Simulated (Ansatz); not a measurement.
`[SiH3][AlH][PH2]` + `[OH][GeH2][SH]` → `[PH2][GeH2][SH]` + `[OH][AlH][SiH3]`  (redistribution)

Computed with Ansatz on PBE0-D4/def2-TZVP structures; ΔE is electronic, products minus reactants. CBS: MP2 limit from def2 TZ/QZ plus the TZ coupled-cluster correction, frozen cores. DFT in def2-TZVPP. B3LYP here is the variant with VWN-RPA as its local correlation; programs differ in this. HSE06 is defined as in plane-wave codes. For Ge outer-core shells are correlated without core-valence functions, which leaves a few kJ/mol of doubt a bond. Scalar relativity is left out up to krypton. Each species was taken in one conformer, which may not be the lowest.

```tsv
level	ΔE (kJ/mol)	difference from CCSD(T)/CBS
LDA (SPW92)	-81.1	3.0
PBE-D4	-79.2	4.9
revPBE-D4	-78.0	6.1
BLYP-D4	-87.4	-3.3
r2SCAN-D4	-81.9	2.2
B97M-V	-79.7	4.4
PBE0-D4	-79.6	4.5
B3LYP-D4	-87.2	-3.1
r2SCANh-D4	-82.3	1.8
r2SCAN0-D4	-82.7	1.4
HSE06-D4	-79.2	4.9
BHLYP-D4	-87.0	-2.9
CAM-B3LYP-D4	-87.2	-3.1
ωB97X-V	-81.0	3.1
B2PLYP	-85.4	-1.3
PBE-QIDH	-80.6	3.5
revPBE	-76.7	7.4
BLYP	-85.7	-1.6
r2SCAN	-81.7	2.4
PBE0	-78.9	5.2
B3LYP	-85.8	-1.7
r2SCAN0	-82.5	1.6
HSE06	-78.5	5.6
BHLYP	-85.7	-1.6
CAM-B3LYP	-86.4	-2.3
LC-ωPBE	-80.4	3.7
RPA@PBE/def2-TZVPP	-81.3	2.8
HF/def2-SVP	-79.1	5.0
MP2/def2-SVP	-84.1	0.0
CCSD(T)/def2-SVP	-81.8	2.3
HF/def2-TZVPP	-79.5	4.6
MP2/def2-TZVPP	-85.9	-1.8
SCS-MP2/def2-TZVPP	-84.4	-0.3
CCSD/def2-TZVPP	-82.7	1.4
CCSD(T)/def2-TZVPP	-81.9	2.2
HF/def2-QZVPP	-79.7	4.4
MP2/def2-QZVPP	-87.2	-3.1
SCS-MP2/def2-QZVPP	-85.2	-1.1
HF/CBS(def2)	-79.7	4.4
CCSD/CBS(def2)	-85.0	-0.9
CCSD(T)/CBS	-84.1	0
```

Largest T1 diagnostic among the species: 0.014.

Leaving LDA and LC-ωPBE aside and taking each functional with its dispersion term where it has one, the values spread over 9.4 kJ/mol, from BLYP-D4 to revPBE-D4.
